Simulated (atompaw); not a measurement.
**Before and after: PAW (atompaw) potential for phosphorus (P)**

* Element: phosphorus (P)
* Generator: atompaw 4.2.0.5
* Type: PAW
* Functional: LDA (PW92)
* Relativity: scalar-relativistic
* Frozen core: [Ne]
* Valence charge: 5
* Reference configuration: 3s1 3p4
* Partial waves: 3s (bound): rc 1.60 bohr; 3s channel at 0.05 Ry: rc 1.60 bohr; 3p (bound): rc 1.60 bohr; 3p channel at 1.7 Ry: rc 1.60 bohr
* Local potential: bessel scheme, radius 1.05 bohr
* Core correction: smooth core density matched at 1.20 bohr
* Augmentation charge: gaussian compensation charge, radius 1.25 bohr; PAW radius 1.60 bohr; waves and projectors: custom rrkj gramschmidtortho

All-electron outer shells of the reference configuration (LDA (PW92), scalar-relativistic, ld1.x):

```csv
shell,level (eV),outermost node (bohr),outermost maximum (bohr)
2s,-174.63,0.14,0.42
2p,-125.98,–,0.35
3s,-14.72,0.66,1.56
3p,-6.15,0.64,1.81
```

Change: all radii scaled by about 1.16 (s 1.86, p 1.86 bohr); local potential bessel scheme, radius 1.22 bohr; augmentation gaussian compensation charge, radius 1.46 bohr; PAW radius 1.86 bohr; waves and projectors: custom rrkj gramschmidtortho; core correction smooth core density matched at 1.40 bohr.

Cutoffs: the cutoffs (Ry, on a coarse ladder) from which the occupation-weighted sum of valence levels, in a spherical-Bessel basis at the reference potential, stays within 10 and 1 mRy of its value at 400 Ry; they do not see the model core or the augmentation charge, which bear on the density cutoff.

Problem. What does the change do?

Solution. The potential gets neither clearly harder nor softer (12 Ry and 25 Ry → 15 Ry and 21 Ry); the p channel sets the loose cutoff, while the largest relative change is in s, which becomes softer; neither file shows a bound ghost.

| quantity | base | changed |
| --- | --- | --- |
| cutoff, loose | 12 Ry | 15 Ry |
| cutoff, tight | 25 Ry | 21 Ry |
| loose cutoff by channel (10 mRy a level) | s 8 Ry, p 8 Ry | s 6 Ry, p 10 Ry |
| bound ghosts | none | none |
| lowest overlap eigenvalue by channel | s 0.43, p 0.74 | s 0.42, p 0.78 |

 The cutoffs see the waves, projectors and local potential, not the compensation charge or the core.
